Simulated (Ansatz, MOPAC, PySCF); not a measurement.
Molecule: PbH3, net charge -1, singlet state. SMILES: [PbH3-]
Geometry: optimised at B3LYP-D3(BJ)/def2-TZVP (Ansatz, an electronic-structure program).

Unscaled harmonic wavenumbers (cm⁻¹) in rising order, each level at the stationary point that it reaches from this structure (no distance between atoms moves by over 0.3 Å); the order of modes can differ between levels, and a negative number is imaginary. B3LYP-D3(BJ)/def2-TZVP (PySCF, at the structure above): 678, 678, 683, 1399, 1404, 1404.

AM1 (MOPAC): 665, 671, 671, 1768, 1768, 1776. Zero-point energy 10.5 against 8.9 kcal/mol; where all levels lie over 400 cm⁻¹, the wavenumbers are on average 1.124 times those of B3LYP-D3(BJ)/def2-TZVP.

HF/6-31G* with LANL2DZ past Ar (Ansatz): 789, 789, 802, 1485, 1485, 1492. Zero-point energy 9.8 against 8.9 kcal/mol; where all levels lie over 400 cm⁻¹, the wavenumbers are on average 1.114 times those of B3LYP-D3(BJ)/def2-TZVP.
